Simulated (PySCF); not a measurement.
C₉H₁₃Ir, singlet, GFN2-xTB optimised geometry. Atoms within 1.6 Å of the plane z = 0.0 Å (x, y, z in Å): Ir1 (-0.11, -0.13, 0.00), C2 (2.24, -0.13, 0.00), C3 (1.82, 0.93, 0.81), C4 (1.03, 1.81, 0.00), C5 (1.05, 1.34, -1.33), C6 (1.72, 0.09, -1.31), H7 (2.90, -0.93, 0.29), H9 (0.68, 2.79, 0.31), C12 (-0.53, -2.21, 0.03), C13 (-1.04, -1.64, -1.16), H14 (0.39, -2.79, -0.02), H15 (-1.23, -2.59, 0.77), H16 (-2.12, -1.60, -1.30), C19 (-2.02, 0.64, 0.53), H22 (-2.06, 1.72, 0.38), H23 (-2.90, 0.13, 0.16).

Computed with PBE0/def2-SVP, def2 effective core potentials past Kr (PySCF). The core electrons that the potentials of Ir replace are not part of the density. Cells within 0.4 Å of a nucleus heavier than hydrogen are left out (blank, or x).

Map of the HOMO−1 amplitude (bohr^(-3/2)) on the plane z = 0.0 Å; orbital energy -6.44 eV, overall sign arbitrary:

```
|111111111111111111111111111|
|111111111111111111111111111|
|111111111111111111111111111|
|111111111111111111111111111|
|111111111111111111111111111|
|111111111111111111111111111|
|111111111111112111111111111|
|111111222211122210111111111|
|111111222211222xx0011111111|
|111112222211123xx0111111111|
|111112222211123311112211111|
|111112222211145321122221111|
|111122222211179521122221111|
|111112222234xx9521xx3222111|
|111111222248xx22100x2222111|
|111111112236730010012222111|
|111111112223310011111221111|
|111111111111111111111111111|
|11111111110xx11111111111111|
|11111111110xx22211111111111|
|111111111112333221111111111|
|111111111112223221111111111|
|111111111112222221111111111|
|111111111111222211111111111|
|111111111111111111111111111|
|111111111111111111111111111|
|111111111111111111111111111|
```
Scale: ten equal steps from -0.041 (start of '0') to 0.193 (end of '9'), in the order '0123456789'; x runs from -5.00 to 5.00, y from -5.00 (bottom) to 5.00 (top).
